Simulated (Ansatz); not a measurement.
Name a neutral molecule of C, Ge, N, O and H with LUMO energy (PBE/def2-TZVPP) between -0.70 and -0.40 eV and LUMO energy (B3LYP/def2-TZVPP) between -0.20 and 0.10 eV (Ansatz, PBE0-D4/def2-TZVP geometry).

`[NH2][GeH2][CH2]O` (-0.60 eV, -0.08 eV); `N[CH2][GeH2][OH]` (-0.53 eV, 0.03 eV); `C=C(N)[O][GeH3]` (-0.67 eV, -0.05 eV); `[CH3][Ge]1([OH])[CH2][NH]1` (-0.67 eV, -0.09 eV). Other molecules can fit too; these were computed, each in one conformer that needn't be the lowest.

B3LYP here is the variant with VWN-RPA as its local correlation; programs differ in this.
